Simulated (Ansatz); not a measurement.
Basis-set series for BH₅OSSi, SMILES `[SiH3]OBS`. Charge 0, multiplicity 1. Geometry: relaxed with PBE0-D4/def2-TZVP. It is one conformer, not always the lowest.

```csv
functional,basis,functions,energy (Eh),HOMO (eV),LUMO (eV)
PBE0-D4,def2-SVP,89,-790.19304,-7.79,-0.05
PBE0-D4,def2-TZVPP,216,-790.55572,-7.91,-0.31
ωB97M-V,def2-SVP,89,-790.48043,-9.94,2.04
ωB97M-V,def2-TZVPP,216,-790.84693,-10.10,1.65
```

Task: Give the rows for def2-QZVPP. (Best estimate.)

Result: The calculation gave: 
```tsv
functional	basis	functions	energy (Eh)	HOMO (eV)	LUMO (eV)
PBE0-D4	def2-QZVPP	404	-790.58418	-7.93	-0.38
ωB97M-V	def2-QZVPP	404	-790.87352	-10.13	1.28
```

Positive LUMOs are unbound and depend on the basis.

Results of the Gaussian-basis code of Ansatz.
